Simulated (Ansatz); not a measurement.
Ideal-gas functions of H3OSb, SMILES `[OH][SbH2]` at 800 K and 1 bar, from an Ansatz frequency run at PBE0-D4/def2-TZVP.

Molar mass 140.78 g/mol, point group Cs (symmetry number 1), electronic degeneracy 1, moments of inertia 6.556, 62.772, 63.353 u Å². Harmonic wavenumbers (cm⁻¹, unscaled): 176, 603, 662, 669, 853, 953, 1950, 1951, 3891.

Use S(trans) = R[1.5 ln M + 2.5 ln T − 1.1517]; rotational temperatures θ = 24.2544 K / I; S(rot) = R[ln(√π/σ · √(T³/θAθBθC)) + 1.5]; for each mode x = 1.438777 ν̃/T, S = R[x/(eˣ − 1) − ln(1 − e⁻ˣ)] and H = RT x/(eˣ − 1); 1 cm⁻¹ = 0.0119627 kJ/mol; R = 8.31446 J/(mol·K).

Problem. By hand: the entropy, in J/(mol·K).

Solution. Translation 191.1. Rotation: θ = 3.6996, 0.3864, 0.3828 K, giving 103.1. Vibration, mode by mode: 17.91, 8.04, 7.34, 7.26, 5.53, 4.78, 1.15, 1.15, 0.06, in all 53.2. Electronic 0.0. Sum 347.4 J/(mol·K).

Problem. By hand: H − E and G − E in kJ/mol, counted from the electronic energy.

Solution. Zero-point energy ½ × 11708 × 0.0119627 = 70.0; thermal vibration 23.0; translation, rotation and pV give 4 RT = 26.6. H − E = 119.6 kJ/mol, and G − E = 119.6 − 800 × 347.4/1000 = -158.3 kJ/mol.

Vibration gives 15 % of the entropy.
